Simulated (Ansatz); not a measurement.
Stepwise reaction of `[OH][Zr]([OH])([OH])[Cl]` with hydrogen chloride, as a gas-phase model of exchange steps in deposition or etching. ΔE in kJ/mol; ΔG adds harmonic PBE0-D4 terms to CCSD(T)/CBS, at 1 bar.

Gas-phase electronic energies from Ansatz, PBE0-D4/def2-TZVP geometries. CBS: MP2 limit from def2 TZ/QZ plus the TZ coupled-cluster correction, frozen cores. This one scheme is used for every species. DFT in def2-TZVPP. B3LYP here is the variant with VWN-RPA as its local correlation; programs differ in this. def2 core potentials past Kr. For Zr outer-core shells are correlated without core-valence functions, which leaves a few kJ/mol of doubt a bond. Each species was taken in one conformer, which may not be the lowest.

```
step                                                             reaction  PBE-D4  B3LYP-D4  ωB97M-V  CCSD(T)/CBS  ΔG(400 K)
   1  `[OH][Zr]([OH])([OH])[Cl]` + HCl → `[OH][Zr]([OH])([Cl])[Cl]` + H₂O   -38.2     -35.7    -34.9        -39.1      -28.3
   2  `[OH][Zr]([OH])([Cl])[Cl]` + HCl → `[OH][Zr]([Cl])([Cl])[Cl]` + H₂O   -28.7     -25.8    -23.8        -29.3      -17.8
```

Q: Give the row of step 3, `[OH][Zr]([Cl])([Cl])[Cl]` + HCl → `[Cl][Zr]([Cl])([Cl])[Cl]` + H₂O. (An estimate is asked.)

A: The calculation gave: 
| step | reaction | PBE-D4 | B3LYP-D4 | ωB97M-V | CCSD(T)/CBS | ΔG(400 K) |
| --- | --- | --- | --- | --- | --- | --- |
| 3 | `[OH][Zr]([Cl])([Cl])[Cl]` + HCl → `[Cl][Zr]([Cl])([Cl])[Cl]` + H₂O | -21.2 | -17.9 | -14.5 | -21.7 | -7.5 |

Q: By hand: ΔE of the 3 steps together at CCSD(T)/CBS.

A: (-39.1) + (-29.3) + (-21.7) = -90.1 kJ/mol, or -30.0 kJ/mol a step.

In ΔE each step is higher than the one before. All are downhill at CCSD(T)/CBS. ΔG lies between -28.3 and -7.5 kJ/mol a step. PBE-D4 differs from CCSD(T)/CBS by 0.5 to 0.9 kJ/mol a step. Isolated molecules leave out the surface, adducts and barriers. Largest T1 diagnostic: 0.016.
